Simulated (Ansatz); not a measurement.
(MeSi)4O6 adamantane (C₄H₁₂O₆Si₄). Total charge 0; triplet. Geometry r2SCAN-D4/def2-SVP, that of the neutral singlet; atoms count from 1.

```xyz
26

Si   -0.5535   -0.9992    1.3309
C    -1.1323   -2.0430    2.7219
O     0.6287    0.1054    1.7770
Si    1.2279    1.1124    0.5755
C     2.5112    2.2749    1.1766
O    -0.1159    1.8830   -0.0706
Si   -1.3521    0.9076   -0.6514
C    -2.7649    1.8561   -1.3325
O    -1.7764   -0.0854    0.6334
O    -0.6285   -0.1054   -1.7770
Si    0.6778   -1.0207   -1.2550
C     1.3860   -2.0879   -2.5660
O     0.1158   -1.8829    0.0708
O     1.7764    0.0856   -0.6335
H    -1.9030   -2.7490    2.3776
H    -1.5629   -1.4174    3.5182
H    -0.2953   -2.6188    3.1446
H     3.3866    1.7216    1.5489
H     2.1155    2.8941    1.9957
H     2.8387    2.9398    0.3633
H    -3.2135    2.4903   -0.5532
H    -3.5382    1.1725   -1.7142
H    -2.4313    2.5018   -2.1588
H     0.6289   -2.7959   -2.9357
H     2.2391   -2.6623   -2.1746
H     1.7352   -1.4771   -3.4121
```

At PBE0-D4/def2-SVP a singlet of charge 0 lies 8.79 eV below the triplet at the same geometry.

Estimate the Mulliken populations from the PBE0/def2-SVP orbitals of Ansatz.


| atom | charge (e) | spin (α − β) |
| --- | --- | --- |
| Si1 | 0.85 | 0.11 |
| C2 | -0.27 | -0.02 |
| O3 | -0.53 | 0.11 |
| Si4 | 0.64 | 0.32 |
| C5 | -0.21 | -0.06 |
| O6 | -0.53 | 0.11 |
| Si7 | 0.85 | 0.11 |
| C8 | -0.27 | -0.02 |
| O9 | -0.57 | 0.00 |
| O10 | -0.53 | 0.11 |
| Si11 | 0.64 | 0.32 |
| C12 | -0.21 | -0.06 |
| O13 | -0.53 | 0.11 |
| O14 | -0.21 | 0.60 |
| H15 | 0.08 | 0.01 |
| H16 | 0.08 | 0.01 |
| H17 | 0.08 | 0.01 |
| H18 | 0.07 | 0.03 |
| H19 | 0.05 | 0.05 |
| H20 | 0.07 | 0.03 |
| H21 | 0.08 | 0.01 |
| H22 | 0.08 | 0.01 |
| H23 | 0.08 | 0.01 |
| H24 | 0.05 | 0.05 |
| H25 | 0.07 | 0.03 |
| H26 | 0.07 | 0.03 |
Mulliken values and Mayer orders depend strongly on the basis.

Where does the spin sit?

Summed by element: Si 0.86, C -0.15, O 1.02, H 0.27, of 2 unpaired in all. Largest on single atoms: O14 0.60, Si11 0.32, Si4 0.32.

And the Mayer bond orders between bonded heavy atoms (over 0.3)?

Si1–C2 1.03 (1.83 Å); Si1–O3 0.94 (1.68 Å); Si1–O9 1.00 (1.68 Å); Si1–O13 0.94 (1.68 Å); O3–Si4 0.99 (1.68 Å); Si4–C5 0.98 (1.83 Å); Si4–O6 0.99 (1.68 Å); Si4–O14 0.71 (1.68 Å); O6–Si7 0.94 (1.68 Å); Si7–C8 1.03 (1.83 Å); Si7–O9 1.00 (1.68 Å); Si7–O10 0.94 (1.68 Å); O10–Si11 0.99 (1.68 Å); Si11–C12 0.98 (1.83 Å); Si11–O13 0.99 (1.68 Å); Si11–O14 0.71 (1.68 Å). Values over 0.3 also appear between atoms too far apart for a bond (Si4–Si11 0.34 at 2.86 Å); they arise where an orbital or an unpaired electron spreads over both atoms.
